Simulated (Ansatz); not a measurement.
`[CH3][GeH]([Cl])[I]` → `[CH2]` (triplet) + `[Cl][GeH2][I]`  (formal loss of a carbene)

Program: Ansatz. Geometries: PBE0-D4/def2-TZVP. ΔE: electronic, gas phase. CCSD(T)/CBS is the MP2 limit (def2-TZVPP, def2-QZVPP) plus CCSD(T) − MP2 in def2-TZVPP, frozen cores. This one scheme is used for every species. DFT in def2-TZVPP. Triplets are unrestricted, without spin–orbit coupling. Elements past krypton have def2 core potentials. For Ge, I outer-core shells are correlated without core-valence functions, which leaves a few kJ/mol of doubt a bond. Scalar relativity is left out up to krypton.

```json
{"level": "PBE0-D4", "ΔE (kcal/mol)": "114.4", "difference from CCSD(T)/CBS": "-1.6"}
{"level": "CAM-B3LYP-D4", "ΔE (kcal/mol)": "113.9", "difference from CCSD(T)/CBS": "-2.1"}
{"level": "PBE-QIDH", "ΔE (kcal/mol)": "114.6", "difference from CCSD(T)/CBS": "-1.4"}
{"level": "revPBE", "ΔE (kcal/mol)": "108.6", "difference from CCSD(T)/CBS": "-7.4"}
{"level": "BLYP", "ΔE (kcal/mol)": "109.5", "difference from CCSD(T)/CBS": "-6.5"}
{"level": "PBE0", "ΔE (kcal/mol)": "112.8", "difference from CCSD(T)/CBS": "-3.2"}
{"level": "CAM-B3LYP", "ΔE (kcal/mol)": "112.3", "difference from CCSD(T)/CBS": "-3.7"}
{"level": "LC-ωPBE", "ΔE (kcal/mol)": "111.9", "difference from CCSD(T)/CBS": "-4.1"}
{"level": "HF/CBS(def2)", "ΔE (kcal/mol)": "78.6", "difference from CCSD(T)/CBS": "-37.4"}
{"level": "MP2/CBS(def2)", "ΔE (kcal/mol)": "120.1", "difference from CCSD(T)/CBS": "4.1"}
{"level": "CCSD(T)/CBS", "ΔE (kcal/mol)": "116.0", "difference from CCSD(T)/CBS": "0"}
```

Largest T1 diagnostic among the species: 0.011.

From r2SCAN to r2SCAN0 (25 % exact exchange), in def2-TZVPP and without D4, ΔE moves by −1.1 kcal/mol. The D4 term adds +2.9 kcal/mol with B3LYP and +1.6 kcal/mol with PBE0; it sums over pairs of atoms, weighted by their polarisabilities, and B3LYP, whose exchange is more repulsive, gets the larger term.

B3LYP here is the variant with VWN-RPA as its local correlation; programs differ in this.
